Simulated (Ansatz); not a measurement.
`C=[CH][AlH][CH2][SiH3]`, relaxed with RKS PBE-D4/def2-SVP in Ansatz from a rough embedded geometry. The force threshold is 0.03 eV/Å; the program also tests the step.

The species carries charge 0 and has multiplicity 1.

Start:

```xyz
14

C    -0.809   -1.180    1.759
C     0.484   -1.093    1.740
Al    1.335    0.199    0.558
C     0.227    1.442   -0.673
Si   -0.566    0.305   -1.984
H    -1.296   -1.952    2.477
H    -1.496   -0.571    1.193
H     1.096   -1.676    2.359
H     2.948    0.449    0.640
H     0.914    2.131   -1.130
H    -0.523    1.886   -0.050
H     0.491   -0.344   -2.744
H    -1.384    1.117   -2.831
H    -1.421   -0.712   -1.315
```

```json
{"step": "1", "energy (eV)": "-17711.6456", "largest force (eV/Å)": "3.283", "largest move (Å)": "0.000"}
{"step": "2", "energy (eV)": "-17712.0987", "largest force (eV/Å)": "1.108", "largest move (Å)": "0.127"}
{"step": "3", "energy (eV)": "-17712.1064", "largest force (eV/Å)": "1.184", "largest move (Å)": "0.191"}
{"step": "4", "energy (eV)": "-17712.1635", "largest force (eV/Å)": "0.432", "largest move (Å)": "0.200"}
{"step": "5", "energy (eV)": "-17712.2013", "largest force (eV/Å)": "0.111", "largest move (Å)": "0.086"}
{"step": "6", "energy (eV)": "-17712.2044", "largest force (eV/Å)": "0.080", "largest move (Å)": "0.037"}
{"step": "7", "energy (eV)": "-17712.2060", "largest force (eV/Å)": "0.082", "largest move (Å)": "0.148"}
{"step": "8", "energy (eV)": "-17712.2073", "largest force (eV/Å)": "0.023", "largest move (Å)": "0.046"}
```

End:

```xyz
14

C    -0.800   -1.193    1.863
C     0.544   -1.041    1.798
Al    1.376    0.237    0.573
C     0.220    1.314   -0.604
Si   -0.554    0.355   -2.033
H    -1.291   -1.910    2.549
H    -1.490   -0.609    1.226
H     1.141   -1.680    2.479
H     2.969    0.414    0.517
H     0.818    2.150   -1.026
H    -0.612    1.767   -0.019
H     0.501   -0.398   -2.806
H    -1.278    1.251   -3.007
H    -1.543   -0.657   -1.511
```

Run time 11 s (4 threads of an Arm Neoverse V2 on a shared host); peak host memory 0.17 GiB.
